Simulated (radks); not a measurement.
All-electron atom: B3+ in [He]. Method: non-relativistic Kohn-Sham, PBE, spin-unpolarised, spherical densities, point nucleus; computed with a radial shooting solver on a logarithmic mesh with Libxc functionals.

Normalised radial functions P(r) = r R(r), r in bohr:

r,1s
0.01171,0.2317
0.01477,0.2877
0.01863,0.3559
0.02349,0.4380
0.02963,0.5357
0.03736,0.6499
0.04712,0.7807
0.05942,0.9261
0.07494,1.0815
0.09375,1.2331
0.1182,1.3792
0.1491,1.4967
0.188,1.5646
0.2371,1.5616
0.2991,1.4718
0.3771,1.2923
0.4756,1.0393
0.5998,0.7497
0.7564,0.4723
0.9464,0.2572
1.193,0.1109

1s: eigenvalue -231.32 eV, 0 radial nodes, <r> = 0.327 bohr, 90 % of the charge inside 0.587 bohr.
